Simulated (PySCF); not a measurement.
**TiO2: from structure and modes to constants**

These are results of PBE/[Ti def2-TZVP, O def2-TZVP], no relativity, density fitting, PySCF, not measurements.

The singlet minimum has C2v symmetry. Masses (u): Ti 47.94795, O 15.99492.

```xyz
3
charge 0 multiplicity 1, angstrom
Ti    0.0000    0.0000   -0.3764
O     1.3566    0.0000    0.5637
O    -1.3566    0.0000    0.5637
```

Harmonic wavenumbers (cm⁻¹): 346.0 (a1, ×1), 955.3 (b2, ×1), 992.4 (a1, ×1).

(1) Find the principal moments of inertia and the rotational constants. What kind of rotor is it?

(2) Find the vibrational entropy and heat capacity at 298.15 K.

(3) Give the standard entropy (298.15 K, 1 bar) by its translational, rotational, vibrational and spin parts, and Cp.

Results:

(1) About the centre of mass I = 16.956, 58.876, 75.832 u Å². With B = 16.8576/I this gives 0.9942, 0.2863, 0.2223 cm⁻¹. The molecule is an asymmetric top with κ = -0.83.

(2) With u = 1.43878 ω/T, each mode gives S = R[u/(eᵘ−1) − ln(1−e⁻ᵘ)] and C = R u² eᵘ/(eᵘ−1)².
```json
{"ω (cm⁻¹)": "346.0", "u": "1.670", "S (J/(mol K))": "4.96", "C (J/(mol K))": "6.63"}
{"ω (cm⁻¹)": "955.3", "u": "4.610", "S (J/(mol K))": "0.47", "C (J/(mol K))": "1.79"}
{"ω (cm⁻¹)": "992.4", "u": "4.789", "S (J/(mol K))": "0.40", "C (J/(mol K))": "1.61"}
```
The sums over all modes are S = 5.8 and C = 10.0 J/(mol K); the softest mode gives 85 % of the entropy.

(3) Sackur–Tetrode with M = 79.94 u gives 163.5; rotation with symmetry number 2 gives 89.5; vibration 5.8; spin R ln 1 = 0.0. The total is 258.8 J/(mol K), and Cp = 4 R + 10.0 = 43.3 J/(mol K).

Only a few start shapes were tried, so a lower isomer may exist.
